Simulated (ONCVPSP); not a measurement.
## Which change was made? (In, ONCV)

ONCVPSP 4.0.1 input, shortened (lines: element, Z, core and valence counts, functional; n l f; lmax; l rc ep ncon nbas qcut; lloc lpopt rc5 dvloc0; l nproj debl; icmod fcfact rcfact), LDA (Perdew-Wang 92), scalar-relativistic:

```
  In 49.00    9    1  -001012      upf
    1    0    2.00
    2    0    2.00
    2    1    6.00
    3    0    2.00
    3    1    6.00
    3    2   10.00
    4    0    2.00
    4    1    6.00
    4    2   10.00
    5    0    1.50
    2
    0    1.75    0.00    4    7    3.10
    1    1.75    0.15    3    7    4.20
    2    1.30    0.09    4    8    8.70
    4    5    1.25    3.00
    0    1    2.90
    1    3    2.10
    2    2    3.70
    1    0.40    0.00
```

In the p channel the program set the typed energies aside and used 0.050, 2.150, 4.250 Ha.

Cutoffs, loose and tight: the cutoffs (Ha) at which the residual kinetic energy of the hardest occupied pseudo-wave falls to 1 and 0.1 mHa per electron. They do not see the model core or the augmentation charge, which bear on the density cutoff. Test errors are all-electron minus pseudo excitation energies from the reference, over the configurations 5s2 5p1; 5s2; 5s1; 5s2 5p0.5; variants that change the core or the reference have their own tests.

The base gives: outcome: generated, projector energies reset by the program; cutoff, loose: 29 Ha; cutoff, tight: 40 Ha; bound ghosts: s, p; GHOST(+) flags above zero: p; largest test error (meV): -54.

After one change the result is: outcome: generated, projector energies reset by the program; cutoff, loose: 6.0 Ha; cutoff, tight: 18 Ha; bound ghosts: s, p; GHOST(+) flags above zero: p; largest test error (meV): -54. Which change was it?
A. s: rc 2.24
B. s: rc 1.92
C. s: rc 1.36

B. The others give: s: rc 2.24 → outcome: generated, projector energies reset by the program; cutoff, loose: 8.1 Ha; cutoff, tight: 21 Ha; bound ghosts: s, p; GHOST(+) flags above zero: p; largest test error (meV): -54 | s: rc 1.36 → outcome: failed: optimize: ERROR ps0norm > uunorm, code will stop.
